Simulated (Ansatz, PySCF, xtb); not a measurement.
Noncovalent pair: SiH4 (SMILES [SiH4]) (first 5 atoms) with C2H6O (SMILES CCO); geometry from B3LYP-D3(BJ)/def2-TZVP.
(charge 0, multiplicity 1):
```xyz
14

Si    -0.054    -0.067    -0.083
H     -1.235     0.194     0.767
H     -0.399     0.315    -1.477
H      0.308    -1.499    -0.066
H      1.088     0.769     0.349
C      0.106     1.302     3.889
C     -0.266    -0.164     3.760
O      0.544    -0.858     2.812
H     -0.557     1.806     4.596
H      0.032     1.805     2.925
H      1.130     1.415     4.257
H     -0.215    -0.661     4.736
H     -1.287    -0.269     3.392
H      1.469    -0.752     3.059
```

Interaction energies are E(AB) − E(A) − E(B) at the monomers' geometry in the complex; basis-set methods are counterpoise corrected.

Run with Ansatz (Gaussian orbitals); PySCF for the dispersion terms; xtb for the GFN methods. 

```csv
level,interaction energy (kJ/mol)
GFN1-xTB,-37.6
SVWN5/def2-TZVPPD,-17.7
BLYP/def2-TZVPPD,2.6
BLYP-D4/def2-TZVPPD,___
B97M-V/def2-TZVPPD,-11.8
BHLYP/def2-TZVPPD,___
BHLYP-D3(BJ)/def2-TZVPPD,-11.9
BHLYP-D4/def2-TZVPPD,-12.0
wB97M-V/def2-TZVPPD,-11.8
```

**Question.** Complete the blanks.

**Answer.** 
- BLYP-D4/def2-TZVPPD, interaction energy (kJ/mol): -10.1
- BHLYP/def2-TZVPPD, interaction energy (kJ/mol): -3.9

Ansatz is a first-principles code.
